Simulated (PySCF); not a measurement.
C7H7BF3N.
SMILES with atom numbers: `[F:1][C:2]([F:3])=[C:4]([F:5])[BH2-:6][n+:7]1[cH:8][cH:9][cH:10][cH:11][cH:12]1` (hydrogens: H13, H14 on B6; H15 on C8; H16 on C9; H17 on C10; H18 on C11; H19 on C12)

Geometry (PBE0-D3(BJ)/def2-SVP, Å), atoms numbered from 1 in this order:
```
atom  x, y, z in Å
F1     3.4950   -0.7822    1.5439
C2     2.4682   -0.5438    0.7551
F3     1.4822   -1.4016    0.9968
C4     2.3896    0.4180   -0.1674
F5     3.4949    1.1777   -0.3011
B6     1.1835    0.7822   -1.1551
N7    -0.1914    0.2987   -0.5010
C8    -0.6137    0.8718    0.6353
C9    -1.7935    0.4888    1.2509
C10   -2.5581   -0.5232    0.6718
C11   -2.1085   -1.1133   -0.5047
C12   -0.9143   -0.6762   -1.0624
H13    1.1038    1.9986   -1.2656
H14    1.2646    0.2316   -2.2449
H15    0.0351    1.6530    1.0350
H16   -2.1046    0.9810    2.1733
H17   -3.4929   -0.8472    1.1349
H18   -2.6693   -1.9113   -0.9932
H19   -0.4988   -1.0962   -1.9791
```

The calculation used PBE0-D3(BJ)/def2-SVP geometry optimisation, gas phase in PySCF 2.14.0.

Take the most abundant isotopes and a rigid rotor. The values belong to one conformer with, in the numbering `[F:1][C:2]([F:3])=[C:4]([F:5])[BH2-:6][n+:7]1[cH:8][cH:9][cH:10][cH:11][cH:12]1`, C2–C4–B6–N7 26°, C4–B6–N7–C8 65°.

Question: What are A, B and C (MHz)?

Answer: Ia = 275.74, Ib = 882.01, Ic = 971.19 u·Å²; 505379 MHz·u·Å²/I gives A = 1833, B = 573.0, C = 520.4 MHz.

Question: What kind of rotor is it?

Answer: A near-prolate asymmetric top. Ray's parameter κ = (2B − A − C)/(A − C) = -0.920; −1 is the prolate and +1 the oblate limit.

Question: What does the inertial defect say?

Answer: Not planar: Δ = Ic − Ia − Ib = -186.56 u·Å². For a rigid frame Δ = −2 Σ m c², so Σ m c² = 93.28 u·Å² lies off the ab plane: 19.59 from hydrogen and 73.69 from heavier atoms. The atom farthest from that plane is 2.38 Å away.

Question: Which types of transition are allowed, and where do some lines up to J = 4 fall?

Answer: The dipole components are |μa| = 7.46 D, |μb| = 2.32 D, |μc| = 0.68 D. Intensities carry the squares of the components, which stand as 1.00 : 0.10 : 0.01 (a : b : c). Some lines, for components of 0.1 D or more:

| type | branch | J(Ka,Kc) | MHz | lower level (cm⁻¹) |
| --- | --- | --- | --- | --- |
| b | R | 4(1,3) ← 3(2,2) | 774 | 0.390 |
| c | Q | 2(1,2) ← 2(0,2) | 1209 | 0.109 |
| c | Q | 1(1,1) ← 1(0,1) | 1260 | 0.036 |
| b | R | 4(0,4) ← 3(1,3) | 3222 | 0.256 |
| a | R | 3(2,2) ← 2(2,1) | 3280 | 0.281 |
| c | Q | 4(2,3) ← 4(1,3) | 3598 | 0.416 |
| b | Q | 4(2,2) ← 4(1,3) | 3623 | 0.416 |
| b | Q | 2(2,1) ← 2(1,2) | 3937 | 0.150 |
| b | Q | 3(2,2) ← 3(1,3) | 4017 | 0.256 |
| a | R | 4(2,3) ← 3(2,2) | 4372 | 0.390 |
| a | R | 4(2,2) ← 3(2,1) | 4388 | 0.391 |
| b | R | 3(1,3) ← 2(0,2) | 4409 | 0.109 |
| b | R | 4(1,4) ← 3(0,3) | 5400 | 0.219 |
| c | R | 4(1,3) ← 3(0,3) | 5926 | 0.219 |
| c | R | 2(2,0) ← 1(1,0) | 6020 | 0.080 |
| b | R | 2(2,0) ← 1(1,1) | 6073 | 0.078 |
| c | Q | 3(3,1) ← 3(2,1) | 6424 | 0.391 |
| b | R | 3(2,1) ← 2(1,2) | 7225 | 0.150 |
| c | R | 4(2,2) ← 3(1,2) | 8098 | 0.267 |
| b | R | 4(2,2) ← 3(1,3) | 8414 | 0.256 |
| c | R | 3(3,0) ← 2(2,0) | 9710 | 0.281 |
| c | R | 3(3,1) ← 2(2,1) | 9712 | 0.281 |
| c | R | 4(3,2) ← 3(2,2) | 10808 | 0.390 |
| c | R | 4(4,1) ← 3(3,1) | 13377 | 0.605 |

Question: Estimate the classical rotational partition function at 25 K, 100 K and 500 K.

Answer: Point group C1, symmetry number σ = 1; q = (√π/σ)·√((kT/h)³/(ABC)), k/h = 20836.6 MHz/K: 28500 at 25 K, 228000 at 100 K, 2550000 at 500 K.

Whether it is a minimum is left open (no frequencies). Zero-point vibration and centrifugal distortion are left out. Quadrupole hyperfine structure (11B, 14N) is left out.
